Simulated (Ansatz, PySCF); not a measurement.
The pair A = BH3 (SMILES B) (first 4 atoms), B = PH3 (SMILES P); geometry from B3LYP-D3(BJ)/def2-TZVP.
(charge 0, multiplicity 1):
```xyz
8

B     -0.030    -0.077     0.672
H      1.097    -0.421     0.418
H     -0.842    -0.969     0.655
H     -0.384     0.932     0.116
P      0.054     0.430     2.532
H     -1.126     0.888     3.145
H      0.445    -0.547     3.465
H      0.930     1.469     2.893
```

Correlated levels freeze the cores. CBS(a, b) extrapolates the correlation energy as X⁻³ and adds the Hartree–Fock energy of set b.

Programs: Ansatz (Gaussian basis) for Hartree–Fock, density functionals and correlated methods; PySCF for the dispersion terms. Values without a source in brackets are computed.

The monomers are drawn apart, rigid, along the line of their centres of mass. Counterpoise-corrected interaction energies (kcal/mol):

```tsv
level	R = 2.823 Å	R = 3.595 Å
PBE/def2-TZVPPD	-19.5274	-5.9697
PBE-D3(BJ)/def2-TZVPPD	-20.6357	-6.6063
wB97M-V/def2-TZVPPD	-17.1181	-5.3424
CCSD(T)/CBS(aug-cc-pV(D+d)Z, aug-cc-pV(T+d)Z)	-16.2749	-4.9519
```

Question: R is the distance of the centres of mass. Find the local exponent m of E ∝ R⁻ᵐ between the two points.

Answer: 
m = ln(E₁/E₂)/ln(R₂/R₁): PBE/def2-TZVPPD 4.9; PBE-D3(BJ)/def2-TZVPPD 4.7; wB97M-V/def2-TZVPPD 4.8; CCSD(T)/CBS(aug-cc-pV(D+d)Z, aug-cc-pV(T+d)Z) 4.9. For scale, two fixed dipoles give m = 3, dipole and quadrupole 4, quadrupoles 5, and dispersion or dipole-induced dipole 6 at long range; at these distances several terms mix, and what is left of overlap and damping shifts m, so it need not match one of them.

Ansatz is a first-principles code.
